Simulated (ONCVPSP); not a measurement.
## iodine (I), ONCV: configuration errors across variants

```json
{
  "Element": "I",
  "Generator": "ONCVPSP 4.0.1",
  "Type": "optimised norm-conserving Vanderbilt (ONCV)",
  "Functional": "LDA (Perdew-Zunger)",
  "Relativity": "fully relativistic",
  "Frozen core": "[Kr] 4d10",
  "Valence charge": "7",
  "Reference configuration": "5s1 5p6",
  "Partial waves": "5s: rc 1.45 bohr, ncon 5, nbas 9, qcut 3.7 1/bohr, 2 projectors, debl 2.9 Ha; 5p: rc 2.00 bohr, ncon 3, nbas 7, qcut 3.5 1/bohr, 2 projectors, debl 2.4 Ha; d scattering state at 0.27 Ha: rc 2.20 bohr, ncon 4, nbas 8, qcut 5.2 1/bohr, 1 projector",
  "Local potential": "polynomial inside 1.35 bohr (lpopt 5, dvloc0 1 Ha)",
  "Core correction": "polynomial model core, fcfact 0.55"
}
```

Open shells are filled in proportion to 2j + 1.

All-electron excitation energies from the reference (eV): (1) 5s2 5p5 -10.464; (2) 5s2 5p4 0.869; (3) 5s2 5p3 20.964; (4) 5s2 5p4.5 -5.835.

3 further variants failed, have other tests or another functional or relativity, and are left out.

A true bound ghost makes a file unfit for plane-wave use even where its test errors are small: the radial tests pick states by their node count and pass the ghost by.

Errors AE − PS in meV (a dash: test not solved or not reliable):

```tsv
change	(1)	(2)	(3)	(4)	bound ghosts	GHOST(+) flags above zero
base	-3.7	+1.0	-3.0	-1.1	s	s, p3/2
p: nproj 3	-3.7	+0.9	-3.7	-1.1	s	s, p3/2, p1/2
d: qcut 5	-3.7	+1.0	-3.0	-1.1	s	s, p3/2
p: rc 2.14	-0.3	+2.7	-7.5	+1.8	s	s, p3/2, p1/2
local potential polynomial inside 1.35 bohr (lpopt 5, dvloc0 4 Ha)	-3.5	+1.0	-2.7	-1.0	s	s, p3/2, p1/2
d: rc 2.72	-3.7	+1.0	-3.0	-1.1	s	s, p3/2
p: qcut 4	-7.1	-2.8	-5.4	-4.8	s	s, p3/2, p1/2
```

Q: Give the same row for: core correction Teter function, fcfact 4.5, rcfact 1.35.

A: -1.3, +1.1, -10.0, +0.6; bound ghosts: s; GHOST(+) flags above zero: s, p3/2.
